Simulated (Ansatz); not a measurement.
Which is lower?

Two relaxed structures of B₂H₃ClO, singlet (PBE0-D4/def2-TZVP; forces vanish, vibrations not checked).

A:

| atom | x (Å) | y (Å) | z (Å) |
| --- | --- | --- | --- |
| B1 | 0.1055 | 0.4921 | -0.7352 |
| B2 | 0.4718 | -0.7862 | 0.0119 |
| O3 | 0.7343 | -1.9390 | 0.5950 |
| Cl4 | -1.6178 | 1.0182 | -0.2464 |
| H5 | -1.6146 | 2.0661 | 0.5714 |
| H6 | 0.5811 | 1.1589 | -1.5930 |
| H7 | 1.2720 | -1.8888 | 1.3924 |

B:

```xyz
7
angstrom
B -0.6108 1.0846 0.0156
B 0.2124 -0.3700 -0.0451
O 0.5457 -1.1533 0.9947
Cl 0.6614 -0.8660 -1.7059
H -1.8016 1.1310 -0.0930
H -0.0280 2.1271 0.0893
H 1.0208 -1.9533 0.7443
```

Computed with Ansatz 0.2.0 (basis: def2-TZVPP); correlated methods freeze the cores. B3LYP uses VWN-RPA correlation.

Problem. Which structure is lower at CCSD(T), and by how much? (Judge from chemistry; the value comes from the calculation.)

Solution. Computed: B, by 3.795 eV (electronic energy, against the other). By their contacts, A is B₂H₃ClO ([OH][B][BH][ClH]) and B is B₂H₃ClO ([BH2][B]([OH])[Cl]).

All methods give the same order:

```tsv
method	E(B) − E(A) (eV)
PBE-D4	-3.329
r2SCAN-D4	-3.593
PBE0-D4	-3.592
B3LYP-D4	-3.674
wB97M-V	-3.724
HF	-4.468
MP2	-3.842
CCSD	-3.909
CCSD(T)	-3.795
```

The T1 diagnostic stays at or below 0.016.

Labels in which every atom is bracketed show which atoms are joined, not bond orders.

For scale, one of the runs: CCSD(T)/def2-TZVPP, 177 basis functions, launched by `ansatz run in.yaml --threads 2 --pin off --events-out ev --progress --plain --max-ram 4352MiB`. Hardware: 2 CPU threads of an Arm Neoverse V1, shared host. Wall time 56 s; peak host memory 1.6 GiB.
